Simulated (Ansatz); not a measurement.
The same path of ClH3OSn + H3Si (10 atoms, charge 0, multiplicity 2) was run twice with different band settings. Lost on the way: Sn1–H2. Made: H2–Si7.

The calculation used Ansatz 0.2.0, UKS B3LYP/def2-SVP.

Relaxed end points:

```xyz
10
Properties=species:S:1:pos:R:3
Sn 0.048 -0.039 -0.455
H -0.006 -0.060 1.266
H 1.573 0.040 -1.219
O -0.934 1.529 -1.184
H -1.869 1.540 -0.934
Cl -1.079 -2.002 -1.180
Si -0.020 -0.008 4.475
H -0.765 -1.202 4.973
H 1.417 -0.057 4.875
H -0.664 1.261 4.924
```

```xyz
10
Properties=species:S:1:pos:R:3
Sn 0.032 -0.063 -0.632
H 0.019 0.006 2.857
H 1.567 0.046 -1.489
O -0.944 1.551 -1.316
H -1.908 1.476 -1.251
Cl -1.147 -1.974 -1.498
Si 0.020 -0.007 4.351
H -0.735 -1.198 4.831
H 1.427 -0.072 4.838
H -0.629 1.238 4.851
```

Common settings: movable images 5; climbing image yes; spring 5.0 eV/Å²; optimiser quadratic models (default); force threshold 0.03 eV/Å; iteration limit 60; end points relaxed.

| run | start path |
| --- | --- |
| 1 | through a guess of the saddle point |
| 2 | straight line |

What does each run give, and how far can it be trusted?

Run 1: converged after 10 iterations, highest image 0.005 eV above the first end. The top lies less than 8 meV above the higher end, about what the thresholds resolve: that end is a shoulder or a very shallow well. A vibrational analysis at the climbing image gives one clearly imaginary mode, 45i cm⁻¹: a first-order saddle point.
Run 2: converged after 11 iterations, highest image 0.005 eV above the first end. The top lies less than 8 meV above the higher end, about what the thresholds resolve: that end is a shoulder or a very shallow well. Another band between the same ends (5 images) ends at a top of the same energy, where a vibrational analysis finds 1 clearly imaginary mode.
